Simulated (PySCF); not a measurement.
C6H7N, SMILES c1ccc(cc1)N.

Geometry: PBE-D3(BJ)/def2-SVP. The values are those of a single conformer.

Computed with HF/def2-TZVP (PySCF).

The molecule is in vacuum.

### Question
Estimate the frontier levels, gap, dipole moment and polarisability. (The exact figures need the calculation; the answer reports its results.)

### Answer

```json
{
  "highest_occupied_level": "-7.87 eV",
  "lowest_empty_level": "3.38 eV",
  "orbital_gap": "11.25 eV",
  "dipole_moment": "1.61 D",
  "quadrupole, principal values (traceless, Buckingham form, about the centre of nuclear charge)": "-13.43, 4.90, 8.53 D·Å",
  "mean_static_polarisability": "74.6 bohr³ (11.05 Å³)",
  "polarisability_principal_values": "44.3, 83.4, 95.9 bohr³"
}
```
